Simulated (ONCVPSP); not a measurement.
**An all-electron radial function and its pseudo partner (silver)**

Columns: radius, all-electron u(r) and pseudo u(r) of the 4d shell (level -10.71 eV) of silver in the configuration [Ar] 3d10 4s2 4p6 4d9 5s2; PBE, scalar-relativistic, ONCV scheme, ONCVPSP 4.0.1.

```json
{"r (bohr)": "0.085", "all-electron": "-0.1686", "pseudo": "0.0027"}
{"r (bohr)": "0.170", "all-electron": "-0.4207", "pseudo": "0.0206"}
{"r (bohr)": "0.255", "all-electron": "-0.4443", "pseudo": "0.0653"}
{"r (bohr)": "0.340", "all-electron": "-0.2738", "pseudo": "0.1425"}
{"r (bohr)": "0.425", "all-electron": "-0.0172", "pseudo": "0.2509"}
{"r (bohr)": "0.510", "all-electron": "0.2462", "pseudo": "0.3822"}
{"r (bohr)": "0.595", "all-electron": "0.4752", "pseudo": "0.5237"}
{"r (bohr)": "0.680", "all-electron": "0.6546", "pseudo": "0.6605"}
{"r (bohr)": "0.765", "all-electron": "0.7822", "pseudo": "0.7786"}
{"r (bohr)": "0.850", "all-electron": "0.8635", "pseudo": "0.8683"}
{"r (bohr)": "0.935", "all-electron": "0.9065", "pseudo": "0.9245"}
{"r (bohr)": "1.020", "all-electron": "0.9200", "pseudo": "0.9478"}
{"r (bohr)": "1.105", "all-electron": "0.9118", "pseudo": "0.9424"}
{"r (bohr)": "1.190", "all-electron": "0.8884", "pseudo": "0.9152"}
{"r (bohr)": "1.275", "all-electron": "0.8549", "pseudo": "0.8738"}
{"r (bohr)": "1.360", "all-electron": "0.8150", "pseudo": "0.8255"}
{"r (bohr)": "1.445", "all-electron": "0.7716", "pseudo": "0.7757"}
{"r (bohr)": "1.530", "all-electron": "0.7267", "pseudo": "0.7276"}
{"r (bohr)": "1.615", "all-electron": "0.6816", "pseudo": "0.6816"}
{"r (bohr)": "1.700", "all-electron": "0.6373", "pseudo": "0.6372"}
{"r (bohr)": "1.785", "all-electron": "0.5945", "pseudo": "0.5944"}
{"r (bohr)": "1.870", "all-electron": "0.5535", "pseudo": "0.5534"}
{"r (bohr)": "1.955", "all-electron": "0.5146", "pseudo": "0.5146"}
{"r (bohr)": "2.040", "all-electron": "0.4779", "pseudo": "0.4779"}
{"r (bohr)": "2.125", "all-electron": "0.4435", "pseudo": "0.4434"}
{"r (bohr)": "2.210", "all-electron": "0.4112", "pseudo": "0.4112"}
```

How many radial nodes do the two functions have?

The all-electron 4d function has n − l − 1 = 1; the pseudo-wave has 0, since the states of the same l below it are removed with the core.

At about which radius was the pseudo-wave matched?

1.70 bohr, where the columns begin to agree (steps of 0.09 bohr).

Is the pseudo-wave norm-conserving?

Yes: the ONCV scheme keeps the norm inside the radius equal to the all-electron one, which fixes the energy derivative of the logarithmic derivative at the level.
